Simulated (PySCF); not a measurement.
Calculated NMR data

How the numbers were obtained: NMR shieldings at PBE0/pcSseg-1/GIAO, GFN2-xTB geometry, in PySCF 2.14 (one computed conformer, in vacuum, averaged over atoms made equivalent by symmetry, fast rotation or ring inversion, non-relativistic Hamiltonian).

Referencing at the same level of theory: 1H and 13C vs TMS. Splittings of carbon signals by F and P are missing where no couplings were computed. Where no couplings were computed, multiplicities follow the n + 1 count of equivalent neighbours, and m marks all less simple cases (inequivalent or close neighbours, rings, F or P nearby). Acid and N–H amide carbonyl carbons lie up to 10 ppm further downfield in solution (hydrogen bonding). Shifts are as computed. Against solution values, carbons near 30 ppm lie about +3 ppm off and those near 130 ppm about +5 ppm. Of 1211 compounds with measured shifts, 218 miss one by over three times the rms of a fit or turn the order of signals round; such compounds aren't used in these exercises. OH and NH positions are gas-phase values without hydrogen bonding to other molecules.

**1.** `C([C@H](OC)C)(=O)F`, C4H7FO2. 1H NMR (500 MHz, computed): δ 3.87 (m, 1H), 3.67 (s, 3H), 1.59 (d, 3H). 13C{1H} NMR (computed): δ 171.5, 78.1, 59.4, 21.5.

**2.** `C(CC=C=C)(=O)O`, C5H6O2. 1H NMR (500 MHz, computed): δ 6.12 (br s, 1H), 5.72 (m, 1H), 4.97 (m, 2H), 3.21 (m, 2H). 13C{1H} NMR (computed): δ 220.6, 176.3, 89.7, 79.0, 36.1.
